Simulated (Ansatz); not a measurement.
Basis-set series for C$_{2}$H$_{5}$BN$_{2}$, SMILES `NCB1C=N1`. Total charge 0; spin multiplicity 1. Geometry: relaxed with PBE0-D4/def2-TZVP. It is one conformer, not always the lowest.

| functional | basis | functions | energy (Eh) | HOMO (eV) | LUMO (eV) |
| --- | --- | --- | --- | --- | --- |
| PBE0-D4 | def2-SVP | 95 | -213.11499 | -6.49 | -0.72 |
| PBE0-D4 | def2-TZVPP | 225 | -213.35441 | -6.74 | -0.92 |
| ωB97M-V | def2-SVP | 95 | -213.27609 | -8.87 | 1.74 |
| ωB97M-V | def2-TZVPP | 225 | -213.52506 | -9.12 | 1.41 |

**Question.** Give the rows for def2-QZVPP. (Best estimate.)

**Answer.** The calculation gave: 
```
functional       basis  functions  energy (Eh)  HOMO (eV)  LUMO (eV)
   PBE0-D4  def2-QZVPP        435   -213.36672      -6.79      -0.99
   ωB97M-V  def2-QZVPP        435   -213.53653      -9.16       1.25
```

Positive LUMOs are unbound and depend on the basis.

Results of the Gaussian-basis code of Ansatz.
